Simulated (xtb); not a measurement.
xtb input:

```bash
xtb mol.xyz --gfn 2 --sp --chrg -1 --uhf 0
```
mol.xyz:
```
10

Si     1.50046285     0.68430270     0.00228477
C      0.33424233    -0.78273079    -0.14587865
Si    -1.48186652    -0.32383711     0.05284199
H      1.21581750     1.69634556    -1.05012158
H      1.38288233     1.32204068     1.34104461
H      0.59286533    -1.52715795     0.61201632
H      0.47171270    -1.25571829    -1.12201755
H     -1.87323708     0.65442861    -0.98867495
H     -1.70735597     0.28277585     1.38554882
H     -2.34848746    -1.52284793    -0.07429836
```

Question: What final total energy does it print?

Answer: -9.25975 Eh (GFN2-xTB).

This state (charge -1, singlet) is run at the relaxed geometry of the species with charge 0 and multiplicity 2.
